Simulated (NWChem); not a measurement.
AlCl, singlet; SMILES [Cl][Al]

```xyz
2

Al     0.0000     0.0000    -1.2092
Cl     0.0000     0.0000     0.9377
```
Atoms are numbered in this order, from 1.

Low-valent species are run as closed-shell singlets; no triplet was tried in these runs. The geometry was optimised at PBE0/def2-SVP.

Question: List the 4 lowest vertical singlet excitations from LRC-wPBEh/6-31G* (spherical d), TDA (NWChem).

Answer: 
```csv
state,energy (eV),oscillator strength,leading excitation (squared amplitude)
S1,4.91,0.296,HOMO → LUMO+1 (0.96)
S2,4.91,0.296,HOMO → LUMO (0.96)
S3,6.34,0.000,HOMO−2 → LUMO+1 (0.50)
S4,6.41,0.000,HOMO−2 → LUMO (0.49)
```
